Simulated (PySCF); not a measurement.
SnF: everyday levels beside a composite calculation

PySCF; the state is a doublet (π ↑). The composite is CCSD(T) extrapolated to the basis-set limit from two correlation-consistent sets, with core-valence (CV) and scalar-relativistic (SR) terms as its label shows; it has no spin–orbit coupling and nothing beyond (T). Here it is CCSD(T)/CBS(DT)+CV. It gives Re = 1.940 Å, ωe = 582 cm⁻¹ and De = 5.00 eV to Sn + F.

```json
{"level": "UHF-MP2", "basis": "cc-pVDZ-PP/cc-pVDZ", "relativity": "scalar-relativistic core potentials", "Re (Å)": "1.967", "ωe (cm⁻¹)": "613", "De (eV)": "4.41"}
{"level": "UHF-SCS-MP2", "basis": "cc-pVDZ-PP/cc-pVDZ", "relativity": "scalar-relativistic core potentials", "Re (Å)": "1.969", "ωe (cm⁻¹)": "609", "De (eV)": "4.27"}
{"level": "UHF-SCS-MP2", "basis": "x2c-SVPall", "relativity": "spin-free X2C", "Re (Å)": "1.963", "ωe (cm⁻¹)": "616", "De (eV)": "4.44"}
{"level": "UHF-CCSD(T)", "basis": "aug-cc-pVDZ-PP/aug-cc-pVDZ", "relativity": "scalar-relativistic core potentials", "Re (Å)": "1.976", "ωe (cm⁻¹)": "568", "De (eV)": "4.75"}
{"level": "UHF-CCSD(T)", "basis": "def2-TZVPP", "relativity": "scalar-relativistic core potentials", "Re (Å)": "1.943", "ωe (cm⁻¹)": "593", "De (eV)": "4.76"}
{"level": "PBEsol", "basis": "cc-pVDZ-PP/cc-pVDZ", "relativity": "scalar-relativistic core potentials", "Re (Å)": "1.975", "ωe (cm⁻¹)": "591", "De (eV)": "5.30"}
{"level": "r²SCAN", "basis": "x2c-SVPall", "relativity": "spin-free X2C", "Re (Å)": "1.962", "ωe (cm⁻¹)": "608", "De (eV)": "4.80"}
{"level": "r²SCAN", "basis": "aug-cc-pVDZ-PP/aug-cc-pVDZ", "relativity": "scalar-relativistic core potentials", "Re (Å)": "1.976", "ωe (cm⁻¹)": "565", "De (eV)": "4.97"}
{"level": "TPSSh", "basis": "def2-TZVPPD", "relativity": "scalar-relativistic core potentials", "Re (Å)": "1.959", "ωe (cm⁻¹)": "565", "De (eV)": "4.98"}
{"level": "B2PLYP", "basis": "def2-TZVPP", "relativity": "scalar-relativistic core potentials", "Re (Å)": "1.955", "ωe (cm⁻¹)": "575", "De (eV)": "4.97"}
```

Question: Give the difference of each row from the composite.

Answer: 

```csv
level,basis,ΔRe (pm),Δωe (%),ΔDe (eV)
UHF-MP2,cc-pVDZ-PP/cc-pVDZ,+2.7,+5.3,-0.59
UHF-SCS-MP2,cc-pVDZ-PP/cc-pVDZ,+2.9,+4.6,-0.73
UHF-SCS-MP2,x2c-SVPall,+2.3,+5.8,-0.56
UHF-CCSD(T),aug-cc-pVDZ-PP/aug-cc-pVDZ,+3.6,-2.4,-0.25
UHF-CCSD(T),def2-TZVPP,+0.3,+1.9,-0.24
PBEsol,cc-pVDZ-PP/cc-pVDZ,+3.5,+1.5,+0.30
r²SCAN,x2c-SVPall,+2.2,+4.5,-0.20
r²SCAN,aug-cc-pVDZ-PP/aug-cc-pVDZ,+3.6,-2.9,-0.03
TPSSh,def2-TZVPPD,+1.9,-2.9,-0.02
B2PLYP,def2-TZVPP,+1.5,-1.2,-0.03
```

Question: Which rows come closest in De?

Answer: r²SCAN in aug-cc-pVDZ-PP/aug-cc-pVDZ (-0.03 eV); TPSSh in def2-TZVPPD (-0.02 eV); B2PLYP in def2-TZVPP (-0.03 eV), counted from the composite.

Correlated steps freeze the inner cores (5 to 19 orbitals); shallow outer-core shells are correlated. Correlated levels converge slowly with the basis: in double zeta they bind strong bonds too weakly, by up to about 1 eV, and carry superposition errors of some tenths. These are scalar-relativistic numbers at best; spin–orbit coupling would shift them, the dissociation energy most. B2PLYP dipoles, levels and charges come from its SCF part alone. The state was picked by a PBE0 search and need not be the measured ground state.
